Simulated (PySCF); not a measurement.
## TDDFT excited states: C7H6

C7H6.
Geometry (PBE0-D3(BJ)/def2-SVP, Å), atoms numbered from 1 in this order:
```xyz
13
C7H6 angstrom
C      2.787   -0.167    0.929
C      1.705   -0.606    0.602
C      0.414   -1.144    0.223
C      0.019   -1.284   -1.223
C     -0.564   -0.317   -0.575
C     -1.451    0.805   -0.469
C     -1.581    1.514    0.661
H      3.744    0.226    1.215
H      0.015   -1.866    0.954
H      0.208   -1.849   -2.131
H     -2.027    1.067   -1.363
H     -1.002    1.257    1.553
H     -2.259    2.368    0.722
```

Level of theory: PySCF, TDDFT CAM-B3LYP/def2-SVPD, vertical, gas phase, core orbitals frozen in the response.

```json
{"state": "S1", "E (eV)": "5.09", "E (kJ/mol)": "491", "λ (nm)": "243.4", "f": "0.028", "main configurations (H = HOMO, L = LUMO)": "H-1→L (64%), H→L (27%)"}
{"state": "S2", "E (eV)": "5.48", "E (kJ/mol)": "528", "λ (nm)": "226.4", "f": "0.399", "main configurations (H = HOMO, L = LUMO)": "H→L (68%), H-1→L (27%)"}
{"state": "S3", "E (eV)": "5.96", "E (kJ/mol)": "575", "λ (nm)": "208.0", "f": "0.0010", "main configurations (H = HOMO, L = LUMO)": "H-2→L (81%)"}
{"state": "S4", "E (eV)": "6.25", "E (kJ/mol)": "603", "λ (nm)": "198.4", "f": "0.0009", "main configurations (H = HOMO, L = LUMO)": "H-1→L+4 (22%), H-1→L+3 (16%), H-1→L+6 (11%)"}
{"state": "S5", "E (eV)": "6.58", "E (kJ/mol)": "634", "λ (nm)": "188.5", "f": "0.023", "main configurations (H = HOMO, L = LUMO)": "H-1→L+2 (14%), H-1→L+5 (12%), H-2→L+4 (11%)"}
{"state": "S6", "E (eV)": "6.75", "E (kJ/mol)": "652", "λ (nm)": "183.6", "f": "0.012", "main configurations (H = HOMO, L = LUMO)": "H-2→L+2 (24%), H-2→L+5 (19%), H-2→L+4 (14%)"}
```

The lowest singlet comes at 243 nm (491 kJ/mol) in the ultraviolet; it is weak; its leading configuration is HOMO-1→LUMO (64%). The most intense listed level is S2 at 5.48 eV (226 nm, f = 0.399), 0.38 eV above S1. Löwdin shares by element: HOMO carbon 71% or more (atoms not listed hold the other 29%); LUMO carbon 82% or more (atoms not listed hold the other 18%). Orbital energies (eV): HOMO-3 -10.80, HOMO-2 -9.06, HOMO-1 -8.50, HOMO -8.27, LUMO -0.27, LUMO+1 1.47, LUMO+2 1.79. Of the 6 states listed, 4 reach f = 0.01 and none stays under 0.0005. Weighted by f, the mean energy of these states is 5.54 eV. Only the lowest 6 singlets were computed, as vertical energies without vibronic structure.

The run took 25 s wall (with the writing of density and orbital grids) on one thread, AMD EPYC 7R13 (x86_64), shared host, and the process peaked at 0.89 GiB of memory.

One conformer stands for the species.
